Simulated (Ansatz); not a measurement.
Single points on Nb₃⁻.

```yaml
crystal:
  periodic: [false, false, false]
  atoms:
    - {symbol: Nb, position_ang: [-0.359357, 0.076849, 0.483891]}
    - {symbol: Nb, position_ang: [-2.281166, 1.023545, 1.254638]}
    - {symbol: Nb, position_ang: [-0.967977, -0.193294, 2.661171]}
basis:
  gaussian: {orbitals: def2-TZVPD, initial_orbitals: start.molden}
total_charge: -1
hamiltonian: {xc: {name: PBE-QIDH}}
scf: {omitted_lower_state_checks: [starts]}
output: {forces: true}
```

The file start.molden holds the orbitals of an earlier run on this structure, at another level or in another basis.

```sh
$ ansatz run in.yaml --threads 4 --pin off --events-out ev --progress --plain --max-ram 3916MiB
```

Output, abridged:

```
Functional definition: PBE-QIDH
  name "PBE-QIDH"
  cite "Brémond, Sancho-García, Pérez-Jiménez & Adamo, J. Chem. Phys. 141, 031101 (2014) doi:10.1063/1.4890314"
  cite "Perdew, Burke & Ernzerhof, Phys. Rev. Lett. 77, 3865 (1996) doi:10.1103/PhysRevLett.77.3865"
  parameter a = 3^(-1/3)
  parameter c = 1/3
  exchange = (1 - a)*pbe_x + a*exact_x
  correlation = (1 - c)*pbe_c + c*(mp2_os + mp2_ss)
these checks for a lower state are left out or cut short: starts
1071 factors; integrals over basis functions are off by at most 4.9e-4 eV
mean field evaluation 1: about -4622.9678 eV, gradient 7.2e0 eV
mean field evaluation 2: about -4623.1428 eV, gradient 3.6e-1 eV
mean field evaluation 4: about -4623.5637 eV, gradient 7.7e-2 eV
mean field evaluation 8: about -4623.5705 eV, gradient 8.8e-1 eV
mean field evaluation 16: about -4623.6129 eV, gradient 3.4e-2 eV
mean field -4623.61309976 eV, -169.9146474187 hartree, gradient 8.5e-6 eV, S^2 0.000000; 0 other end points of the search recorded, 0 dependent functions left out; unrestricted orbitals would lower it
reference -4623.61310812 eV, -169.9146477258 hartree; 20, 20 occupied and 100, 100 virtual orbitals, 1071 factors
second order -50.06616512 eV of doubles, -0.00000000 eV of singles
the calculation of the forces begins
mean field evaluation 32: about -4623.6131 eV, gradient 8.5e-6 eV
Total energy: -4640.30182983 eV, -170.5279469365 hartree
Atom 0 at    -0.359357     0.076849     0.483891 Å, force   -13.842549     3.700281    16.129565 eV/Å
Atom 1 at    -2.281166     1.023545     1.254638 Å, force    10.810956    -5.455159    -3.896151 eV/Å
Atom 2 at    -0.967977    -0.193294     2.661171 Å, force     3.031593     1.754878   -12.233414 eV/Å
Dipole moment:     0.542623    -0.144996    -0.632455 e Å
Checks for a lower state left out: starts
```

Hardware: 4 threads of Arm Neoverse V1 on a shared host. Wall time 14 s.

The first input with `hamiltonian: {xc: r2scan, dispersion: d4}`, `output: {orbitals: {seedname: orbitals}}` (abridged; 3.7 s):

```
Functional definition: r2SCAN
mean field -4649.18997240 eV, -170.8545801515 hartree, gradient 1.9e-5 eV, S^2 0.000000
Total energy: -4649.21529247 eV, -170.8555106470 hartree
Checks for a lower state left out: starts
```

First input, but with `hamiltonian: {xc: {name: wB97M-V}}`, `output: {orbitals: {seedname: orbitals}}` (abridged; 45 s):

```
Functional definition: wB97M-V
mean field evaluation 16: about -4636.8864 eV, gradient 1.7e-5 eV
mean field -4636.88639021 eV, -170.4024318459 hartree, gradient 9.0e-6 eV, S^2 0.000000
Total energy: -4636.88642587 eV, -170.4024331561 hartree
Checks for a lower state left out: starts
```

The first input with `hamiltonian: {xc: pbe}`, `correlation: {method: rpa}` and without the key `output` (abridged; 7 s):

```
Functional definition: PBE
mean field -4650.00446001 eV, -170.8845120192 hartree, gradient 2.0e-6 eV, S^2 0.000000; unrestricted orbitals would lower it
mean field evaluation 16: about -4590.6319 eV, gradient 2.9e0 eV
mean field evaluation 32: about -4594.2079 eV, gradient 6.5e0 eV
Total energy: -4637.38408937 eV, -170.4207219525 hartree
Checks for a lower state left out: starts
```

The first input with `hamiltonian: {xc: pbe0, dispersion: d4}`, `output: {orbitals: {seedname: orbitals}}` and without the key `scf` (abridged; 20 s):

```
Functional definition: PBE0
mean field evaluation 16: about -4645.3044 eV, gradient 2.7e0 eV
mean field evaluation 32: about -4645.3767 eV, gradient 2.8e-4 eV
mean field evaluation 64: about -4644.1312 eV, gradient 1.2e-3 eV
mean field evaluation 96: about -4644.1124 eV, gradient 8.5e-4 eV
mean field evaluation 128: about -4645.3767 eV, gradient 8.5e-4 eV
mean field -4645.37668782 eV, -170.7144445280 hartree, gradient 1.8e-5 eV, S^2 0.000000; 9 other end points of the search recorded, 0 dependent functions left out
Total energy: -4645.51475799 eV, -170.7195185133 hartree
```

The first input with `hamiltonian: {xc: {name: revPBE}, dispersion: d4}`, `output: {orbitals: {seedname: orbitals}}` (abridged; 1.7 s):

```
Functional definition: revPBE
mean field -4652.12545806 eV, -170.9624572599 hartree, gradient 2.0e-5 eV, S^2 0.000000
Total energy: -4652.37116876 eV, -170.9714869615 hartree
Checks for a lower state left out: starts
```

The first input with `gaussian: {orbitals: def2-SVPD, initial_orbitals: start.molden}`, `hamiltonian: {xc: pbe, dispersion: d4}`, `output: {orbitals: {seedname: orbitals}}` (abridged; 1.6 s):

```
Functional definition: PBE
mean field -4648.72602697 eV, -170.8375304714 hartree, gradient 1.1e-5 eV, S^2 0.000000
Total energy: -4648.88877519 eV, -170.8435113583 hartree
Checks for a lower state left out: starts
```

Geometry: PBE0-D4/def2-TZVPD.

In the def2 sets Nb takes a core potential; there is no spin–orbit coupling. Correlated methods freeze no core orbitals; core or outer-core shells of Nb are correlated, in sets that lack core-valence functions. At PBE-QIDH/def2-TZVPD, r2SCAN-D4/def2-TZVPD, RPA@PBE/def2-TZVPD, PBE0-D4/def2-TZVPD the restricted singlet (for correlated methods, its reference) is unstable: a solution with broken spin symmetry lies lower. At r2SCAN-D4/def2-TZVPD, PBE0-D4/def2-TZVPD, revPBE-D4/def2-TZVPD, PBE-D4/def2-SVPD the highest occupied level of the charge -1 singlet lies above zero (up to 1.26 eV). The electron is either unbound and held by the finite basis, or the level is raised by self-interaction error. The restricted singlet is unstable towards broken spin symmetry at other levels; at ωB97M-V/def2-TZVPD, revPBE-D4/def2-TZVPD, PBE-D4/def2-SVPD this wasn't settled. The geometry of the singlet was relaxed on an unsound state (restricted singlet, unstable towards broken spin symmetry). The order of the spin states hangs on the level: the triplet lies 0.48 eV below the singlet at PBE0-D4/def2-TZVPD, but 1.71 eV above it at PBE-QIDH/def2-TZVPD. The singlet is doubtful at PBE0-D4/def2-TZVPD (restricted singlet, unstable towards broken spin symmetry). The triplet is doubtful at PBE0-D4/def2-TZVPD (⟨S²⟩ 2.37, where a pure state has 2.00). The singlet is doubtful at PBE-QIDH/def2-TZVPD (restricted singlet, unstable towards broken spin symmetry). The triplet is doubtful at PBE-QIDH/def2-TZVPD (⟨S²⟩ 4.50, where a pure state has 2.00). The structure comes from a short search, and lower isomers may exist.
